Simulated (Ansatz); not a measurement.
Ansatz (a first-principles code) input (B3LYP-D3(BJ)/def2-TZVP):

Ansatz 0.2 input:
```yaml
crystal:
  periodic: [false, false, false]
  atoms:
    - {symbol: C, position_ang: [2.47521776, -0.23631626, 0.06143040]}
    - {symbol: C, position_ang: [1.05306614, -0.59713455, -0.19520546]}
    - {symbol: C, position_ang: [-0.02459892, 0.27860613, -0.28011310]}
    - {symbol: C, position_ang: [0.08370452, 1.64867559, -0.14638399]}
    - {symbol: C, position_ang: [-1.40391634, -0.31855648, -0.48791023]}
    - {symbol: C, position_ang: [-2.10039745, -0.65111918, 0.83462509]}
    - {symbol: H, position_ang: [2.78530795, -0.54650707, 1.06656011]}
    - {symbol: H, position_ang: [3.14032873, -0.75046606, -0.63839414]}
    - {symbol: H, position_ang: [2.66154092, 0.83303317, -0.02380404]}
    - {symbol: H, position_ang: [0.84184722, -1.65585460, -0.30766686]}
    - {symbol: H, position_ang: [1.02597564, 2.14045666, 0.04585499]}
    - {symbol: H, position_ang: [-0.78920879, 2.28158767, -0.23130163]}
    - {symbol: H, position_ang: [-2.01967107, 0.38160622, -1.05696133]}
    - {symbol: H, position_ang: [-1.32018617, -1.22485896, -1.09238580]}
    - {symbol: H, position_ang: [-2.21877182, 0.24539964, 1.44596320]}
    - {symbol: H, position_ang: [-1.51552122, -1.37036840, 1.41132989]}
    - {symbol: H, position_ang: [-3.09009557, -1.07895998, 0.66214914]}
basis:
  gaussian:
    orbitals: def2-TZVP
hamiltonian:
  xc: b3lyp
  dispersion: d3bj
magnetization: {spin_polarized: true, initial_magnetization: 1}
phonons: {temperatures: {t_min: 298.15, t_max: 298.15, t_step: 100}}
```

Output:

```
Functional definition: B3LYP
integrals: 0.19 GiB planned
1564 factors; their error is unknown
0.35 GiB of the device are held for the grids
1.51 GiB of device memory are held for the factors and their scratch space
mean field: 1.78 GiB planned
mean field evaluation 1: about -6387.3222 eV, gradient 5.7e1 eV
mean field evaluation 2: about -6378.1690 eV, gradient 6.9e1 eV
mean field evaluation 4: about -6402.7759 eV, gradient 5.0e0 eV
mean field evaluation 8: about -6402.8877 eV, gradient 2.3e-1 eV
mean field evaluation 16: about -6402.8541 eV, gradient 7.9e-4 eV
mean field -6402.85411650 eV, -235.3005487710 hartree, gradient 4.6e-5 eV, S^2 0.776846; 0 other end points of the search recorded, 0 dependent functions left out
the calculation of the forces begins
reference -6402.85443600 eV, -235.3005605122 hartree; 24, 23 occupied and 228, 229 virtual orbitals, 1564 factors
these checks for a lower state are left out or cut short: stability, starts, cluster_reference, orbital_swaps, neighbouring_geometries, increment
integrals: 0.19 GiB planned
1564 factors; their error is unknown
0.34 GiB of the device are held for the grids
1.51 GiB of device memory are held for the factors and their scratch space
mean field: 1.78 GiB planned
mean field -6402.85403480 eV, -235.3005457686 hartree, gradient 2.0e-6 eV, S^2 0.776864; 0 other end points of the search recorded, 0 dependent functions left out
the calculation of the forces begins
reference -6402.85435419 eV, -235.3005575061 hartree; 24, 23 occupied and 228, 229 virtual orbitals, 1564 factors
these checks for a lower state are left out or cut short: stability, starts, cluster_reference, orbital_swaps, neighbouring_geometries, increment
integrals: 0.19 GiB planned
1564 factors; their error is unknown
0.35 GiB of the device are held for the grids
1.51 GiB of device memory are held for the factors and their scratch space
mean field: 1.78 GiB planned
mean field evaluation 32: about -6402.8539 eV, gradient 4.9e-4 eV
mean field -6402.85390463 eV, -235.3005409851 hartree, gradient 2.0e-6 eV, S^2 0.776827; 0 other end points of the search recorded, 0 dependent functions left out
the calculation of the forces begins
reference -6402.85422423 eV, -235.3005527301 hartree; 24, 23 occupied and 228, 229 virtual orbitals, 1564 factors
these checks for a lower state are left out or cut short: stability, starts, cluster_reference, orbital_swaps, neighbouring_geometries, increment
integrals: 0.19 GiB planned
1564 factors; their error is unknown
0.34 GiB of the device are held for the grids
1.51 GiB of device memory are held for the factors and their scratch space
mean field: 1.77 GiB planned
mean field -6402.85392212 eV, -235.3005416275 hartree, gradient 2.0e-6 eV, S^2 0.776842; 0 other end points of the search recorded, 0 dependent functions left out
the calculation of the forces begins
reference -6402.85424163 eV, -235.3005533696 hartree; 24, 23 occupied and 228, 229 virtual orbitals, 1564 factors
these checks for a lower state are left out or cut short: stability, starts, cluster_reference, orbital_swaps, neighbouring_geometries, increment
integrals: 0.19 GiB planned
1564 factors; their error is unknown
0.35 GiB of the device are held for the grids
1.51 GiB of device memory are held for the factors and their scratch space
mean field: 1.78 GiB planned
mean field -6402.85396298 eV, -235.3005431293 hartree, gradient 2.0e-6 eV, S^2 0.776849; 0 other end points of the search recorded, 0 dependent functions left out
[...]
these checks for a lower state are left out or cut short: stability, starts, cluster_reference, orbital_swaps, neighbouring_geometries, increment
integrals: 0.19 GiB planned
1564 factors; their error is unknown
0.35 GiB of the device are held for the grids
1.51 GiB of device memory are held for the factors and their scratch space
mean field: 1.78 GiB planned
mean field evaluation 672: about -6402.8540 eV, gradient 2.0e-6 eV
mean field -6402.85404170 eV, -235.3005460222 hartree, gradient 2.0e-6 eV, S^2 0.776845; 0 other end points of the search recorded, 0 dependent functions left out
the calculation of the forces begins
reference -6402.85436118 eV, -235.3005577629 hartree; 24, 23 occupied and 228, 229 virtual orbitals, 1564 factors
these checks for a lower state are left out or cut short: stability, starts, cluster_reference, orbital_swaps, neighbouring_geometries, increment
integrals: 0.19 GiB planned
1564 factors; their error is unknown
0.35 GiB of the device are held for the grids
1.51 GiB of device memory are held for the factors and their scratch space
mean field: 1.78 GiB planned
mean field -6402.85408696 eV, -235.3005476856 hartree, gradient 2.0e-6 eV, S^2 0.776846; 0 other end points of the search recorded, 0 dependent functions left out
the calculation of the forces begins
reference -6402.85440648 eV, -235.3005594274 hartree; 24, 23 occupied and 228, 229 virtual orbitals, 1564 factors
these checks for a lower state are left out or cut short: stability, starts, cluster_reference, orbital_swaps, neighbouring_geometries, increment
integrals: 0.19 GiB planned
1564 factors; their error is unknown
0.35 GiB of the device are held for the grids
1.51 GiB of device memory are held for the factors and their scratch space
mean field: 1.78 GiB planned
mean field -6402.85410835 eV, -235.3005484714 hartree, gradient 2.0e-6 eV, S^2 0.776845; 0 other end points of the search recorded, 0 dependent functions left out
the calculation of the forces begins
reference -6402.85442786 eV, -235.3005602133 hartree; 24, 23 occupied and 228, 229 virtual orbitals, 1564 factors
these checks for a lower state are left out or cut short: stability, starts, cluster_reference, orbital_swaps, neighbouring_geometries, increment
integrals: 0.19 GiB planned
1564 factors; their error is unknown
0.34 GiB of the device are held for the grids
1.51 GiB of device memory are held for the factors and their scratch space
mean field: 1.77 GiB planned
mean field -6402.85404711 eV, -235.3005462209 hartree, gradient 2.0e-6 eV, S^2 0.776846; 0 other end points of the search recorded, 0 dependent functions left out
the calculation of the forces begins
reference -6402.85436658 eV, -235.3005579614 hartree; 24, 23 occupied and 228, 229 virtual orbitals, 1564 factors
these checks for a lower state are left out or cut short: stability, starts, cluster_reference, orbital_swaps, neighbouring_geometries, increment
integrals: 0.19 GiB planned
1564 factors; their error is unknown
0.35 GiB of the device are held for the grids
1.51 GiB of device memory are held for the factors and their scratch space
mean field: 1.78 GiB planned
mean field -6402.85400466 eV, -235.3005446609 hartree, gradient 2.0e-6 eV, S^2 0.776844; 0 other end points of the search recorded, 0 dependent functions left out
the calculation of the forces begins
reference -6402.85432411 eV, -235.3005564004 hartree; 24, 23 occupied and 228, 229 virtual orbitals, 1564 factors
these checks for a lower state are left out or cut short: stability, starts, cluster_reference, orbital_swaps, neighbouring_geometries, increment
integrals: 0.19 GiB planned
1564 factors; their error is unknown
0.35 GiB of the device are held for the grids
1.51 GiB of device memory are held for the factors and their scratch space
mean field: 1.78 GiB planned
mean field evaluation 704: about -6402.8541 eV, gradient 4.9e-4 eV
mean field -6402.85405692 eV, -235.3005465813 hartree, gradient 2.0e-6 eV, S^2 0.776846; 0 other end points of the search recorded, 0 dependent functions left out
the calculation of the forces begins
reference -6402.85437646 eV, -235.3005583243 hartree; 24, 23 occupied and 228, 229 virtual orbitals, 1564 factors
these checks for a lower state are left out or cut short: stability, starts, cluster_reference, orbital_swaps, neighbouring_geometries, increment
integrals: 0.19 GiB planned
1564 factors; their error is unknown
0.35 GiB of the device are held for the grids
1.51 GiB of device memory are held for the factors and their scratch space
mean field: 1.78 GiB planned
mean field -6402.85407771 eV, -235.3005473456 hartree, gradient 2.0e-6 eV, S^2 0.776845; 0 other end points of the search recorded, 0 dependent functions left out
the calculation of the forces begins
reference -6402.85439719 eV, -235.3005590860 hartree; 24, 23 occupied and 228, 229 virtual orbitals, 1564 factors
these checks for a lower state are left out or cut short: stability, starts, cluster_reference, orbital_swaps, neighbouring_geometries, increment
integrals: 0.19 GiB planned
1564 factors; their error is unknown
0.34 GiB of the device are held for the grids
1.51 GiB of device memory are held for the factors and their scratch space
mean field: 1.78 GiB planned
mean field -6402.85410048 eV, -235.3005481824 hartree, gradient 2.0e-6 eV, S^2 0.776845; 0 other end points of the search recorded, 0 dependent functions left out
the calculation of the forces begins
reference -6402.85442000 eV, -235.3005599244 hartree; 24, 23 occupied and 228, 229 virtual orbitals, 1564 factors
these checks for a lower state are left out or cut short: stability, starts, cluster_reference, orbital_swaps, neighbouring_geometries, increment
integrals: 0.19 GiB planned
1564 factors; their error is unknown
0.34 GiB of the device are held for the grids
1.51 GiB of device memory are held for the factors and their scratch space
mean field: 1.78 GiB planned
mean field -6402.85411146 eV, -235.3005485856 hartree, gradient 2.0e-6 eV, S^2 0.776847; 0 other end points of the search recorded, 0 dependent functions left out
the calculation of the forces begins
reference -6402.85443095 eV, -235.3005603268 hartree; 24, 23 occupied and 228, 229 virtual orbitals, 1564 factors
these checks for a lower state are left out or cut short: stability, starts, cluster_reference, orbital_swaps, neighbouring_geometries, increment
integrals: 0.19 GiB planned
1564 factors; their error is unknown
0.34 GiB of the device are held for the grids
1.51 GiB of device memory are held for the factors and their scratch space
mean field: 1.78 GiB planned
mean field -6402.85408598 eV, -235.3005476494 hartree, gradient 2.0e-6 eV, S^2 0.776844; 0 other end points of the search recorded, 0 dependent functions left out
the calculation of the forces begins
reference -6402.85440548 eV, -235.3005593907 hartree; 24, 23 occupied and 228, 229 virtual orbitals, 1564 factors
WARN: phonons: modes at or below zero, which the zero-point energy, F, S and C_V leave out: 1, the lowest at -18.02 cm⁻¹ …
Total energy: -6403.47160067 eV, -235.3232408958 hartree
Atom 0 at     2.475218    -0.236316     0.061430 Å, force     0.000560    -0.000235     0.000060 eV/Å
Atom 1 at     1.053066    -0.597135    -0.195205 Å, force     0.001731     0.000372    -0.001081 eV/Å
Atom 2 at    -0.024599     0.278606    -0.280113 Å, force    -0.001775     0.000172     0.000266 eV/Å
Atom 3 at     0.083705     1.648676    -0.146384 Å, force    -0.000561    -0.000578     0.000624 eV/Å
Atom 4 at    -1.403916    -0.318556    -0.487910 Å, force     0.001473     0.000241    -0.000705 eV/Å
Atom 5 at    -2.100397    -0.651119     0.834625 Å, force    -0.000569    -0.000046     0.000179 eV/Å
Atom 6 at     2.785308    -0.546507     1.066560 Å, force    -0.000104     0.001208     0.000306 eV/Å
Atom 7 at     3.140329    -0.750466    -0.638394 Å, force    -0.000333    -0.001273     0.000584 eV/Å
Atom 8 at     2.661541     0.833033    -0.023804 Å, force    -0.000653     0.000091    -0.000458 eV/Å
Atom 9 at     0.841847    -1.655855    -0.307667 Å, force    -0.000062     0.000214     0.000009 eV/Å
Atom 10 at     1.025976     2.140457     0.045855 Å, force     0.000979    -0.000288    -0.000051 eV/Å
Atom 11 at    -0.789209     2.281588    -0.231302 Å, force    -0.000216    -0.000074     0.000241 eV/Å
Atom 12 at    -2.019671     0.381606    -1.056961 Å, force    -0.000402    -0.000242     0.000295 eV/Å
Atom 13 at    -1.320186    -1.224859    -1.092386 Å, force    -0.000327     0.000414    -0.000073 eV/Å
Atom 14 at    -2.218772     0.245400     1.445963 Å, force     0.000190    -0.000141    -0.000121 eV/Å
Atom 15 at    -1.515521    -1.370368     1.411330 Å, force    -0.000140     0.000143    -0.000376 eV/Å
Atom 16 at    -3.090096    -1.078960     0.662149 Å, force     0.000210     0.000021     0.000300 eV/Å
Dipole moment:     0.036228    -0.076055     0.012592 e Å
Vibrations: -18.02 45.41 150.49 223.10 278.16 306.37 415.61 509.78 550.66 594.50 724.18 782.99 789.88 809.93 915.30 1003.81 1022.43 1057.28 1086.69 1098.55 1136.17 1268.82 1278.59 1353.21 1371.98 1409.26 1411.56 1454.80 1476.64 1491.35 1495.29 1509.24 1514.13 1541.94 3000.72 3029.44 3035.05 3044.46 3063.49 3092.44 3098.25 3112.09 3144.58 3157.15 3242.23 cm⁻¹, zero-point energy 4.097552 eV
```

It need not be the lowest isomer of its formula.
